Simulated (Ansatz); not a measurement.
Wavefunction ladder for CH₅AlBNO (`N[BH][Al]1[CH2][O]1`)

```xyz
10

N     1.608    0.005   -1.824
B     1.277   -0.612   -0.629
Al   -0.396   -0.062    0.549
C    -1.988    0.190    1.545
O    -0.906    1.189    1.614
H     2.405   -0.277   -2.374
H     1.108    0.778   -2.230
H     1.980   -1.517   -0.274
H    -2.907    0.593    1.117
H    -2.181   -0.288    2.507
```

The species carries charge 0 and has multiplicity 1. All single points use the PBE0-D4/def2-TZVP geometry. It is one conformer, not always the lowest. Frozen core, restricted reference, the Gaussian-basis code of Ansatz. CBS rows extrapolate triple and quadruple zeta; past MP2 they add the triple-zeta difference.

```
     basis     HF (Eh)  MP2 corr.  CCSD corr.       (T)  CCSD(T) total
  def2-SVP           ?   -0.63539    -0.67756         ?              ?
def2-TZVPP  -436.77572          ?    -0.82116  -0.03506              ?
def2-QZVPP  -436.79219          ?           –         –              –
 CBS(def2)  -436.79445   -0.88822    -0.91965     as TZ     -437.74916
```

(1) Fill in the withheld values. (Estimate.)

## Answers

(1) The calculation gave: def2-SVP HF (Eh): -436.45594; def2-SVP (T): -0.02142; def2-SVP CCSD(T) total: -437.15492; def2-TZVPP MP2 corr.: -0.78973; def2-TZVPP CCSD(T) total: -437.63194; def2-QZVPP MP2 corr.: -0.84631.
